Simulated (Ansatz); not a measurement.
`C=[CH][GeH2][CH2]F`, charge 0, multiplicity 1.

Task: Give a relaxed structure at PBE0-D4/def2-TZVP (Ansatz). (Best estimate.)

Result: Ansatz gave: 
Z-matrix (Å, degrees):
```
Ge
C 1 1.936
C 1 1.978 2 109.7
H 1 1.541 2 109.0 3 -118.9
H 1 1.539 2 111.2 3 119.5
C 2 1.328 1 123.1 3 118.7
H 2 1.088 1 117.9 3 -60.5
F 3 1.389 1 109.7 2 59.8
H 3 1.094 1 110.7 2 -59.5
H 3 1.094 1 111.3 2 179.5
H 6 1.087 2 121.9 1 -179.3
H 6 1.087 2 122.0 1 0.8
```
This is one stationary point; other conformers may exist.
